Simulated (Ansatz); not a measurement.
Geometry optimisation, RKS PBE-D4/def2-mTZVP in Ansatz 0.2.0.

input.yaml

```yaml
crystal:
  periodic: [false, false, false]
  atoms:
    - { symbol: C, position_ang: [-0.7937, 1.3987, -0.1006] }
    - { symbol: C, position_ang: [-0.188, 0.2848, -0.0016] }
    - { symbol: Si, position_ang: [-0.1614, -0.6181, 1.5938] }
    - { symbol: Ge, position_ang: [0.7984, -0.4499, -1.5255] }
    - { symbol: H, position_ang: [-1.13979, 0.47316, -0.4983] }
    - { symbol: H, position_ang: [-1.3595, 1.8932, 0.7366] }
    - { symbol: H, position_ang: [1.2975, -0.7592, 2.0398] }
    - { symbol: H, position_ang: [-0.6831, -1.9364, 1.4256] }
    - { symbol: H, position_ang: [-0.8773, 0.136, 2.6751] }
    - { symbol: H, position_ang: [1.8036, 0.5388, -1.9941] }
    - { symbol: H, position_ang: [-0.3113, -0.7203, -2.6334] }
    - { symbol: H, position_ang: [1.4211, -1.7879, -1.1041] }
basis:
  gaussian: { orbitals: def2-mTZVP }
hamiltonian:
  xc: pbe
  dispersion: d4
relax:
  f_tol: 0.02
  max_steps: 50
```

Launched with:

```bash
$ ansatz run input.yaml --threads 2 --pin off --max-ram 3072MiB --backend cpu --events-out ev --progress --plain --runs-dir out
```

Task: Where does it end, and by what steps?

Result: It converged. The force dipped under the threshold on the way, but the program's further checks kept it going. After 23 steps the energy has fallen by 5.072 eV; H5 moved furthest, 1.18 Å. The start is strongly strained (largest force component 10 eV/Å), so its close contacts needn't be bonds. Parted: C2–H5 (1.09 → 2.15 Å).

| step | energy less start (eV) | largest force component (eV/Å) | accepted |
| --- | --- | --- | --- |
| 0 | 0.0000 | 9.702 | yes |
| 1 | -1.2752 | 2.963 | yes |
| 2 | -1.8609 | 1.698 | yes |
| 3 | -2.4121 | 4.112 | yes |
| 4 | -2.9839 | 5.226 | yes |
| 5 | -3.9111 | 3.963 | yes |
| 6 | -4.6147 | 1.406 | yes |
| 7 | -4.9213 | 0.695 | yes |
| 8 | -5.0127 | 0.321 | yes |
| 9 | -5.0457 | 0.130 | yes |
| 10 | -5.0552 | 0.030 | yes |
| 11 | -5.0546 | 0.240 | no |
| 12 | -5.0598 | 0.030 | yes |
| 13 | -5.0633 | 0.084 | yes |
| 14 | -5.0620 | 0.214 | no |
| 15 | -5.0650 | 0.071 | yes |
| 16 | -5.0679 | 0.065 | yes |
| 17 | -5.0691 | 0.094 | yes |
| 18 | -5.0700 | 0.073 | yes |
| 19 | -5.0710 | 0.048 | yes |
| 20 | -5.0715 | 0.046 | yes |
| 21 | -5.0717 | 0.035 | yes |
| 22 | -5.0718 | 0.020 | yes |
| 23 | -5.0719 | 0.010 | yes |

```xyz
12
Properties=species:S:1:pos:R:3
C -1.246 1.004 -0.158
C -0.270 0.100 0.038
Si 0.140 -0.514 1.765
Ge 0.737 -0.581 -1.508
H -1.513 1.385 -1.151
H -1.837 1.418 0.669
H 1.577 -0.238 2.092
H -0.062 -1.997 1.858
H -0.739 0.169 2.770
H 2.248 -0.277 -1.343
H 0.202 0.103 -2.792
H 0.570 -2.118 -1.627
```

Whether the end is a true minimum wasn't checked by a vibrational analysis.

The run took 50 s on 2 threads of Intel(R) Xeon(R) Platinum 8375C CPU @ 2.90GHz (Ice Lake), on a shared host, peak memory 0.19 GiB.
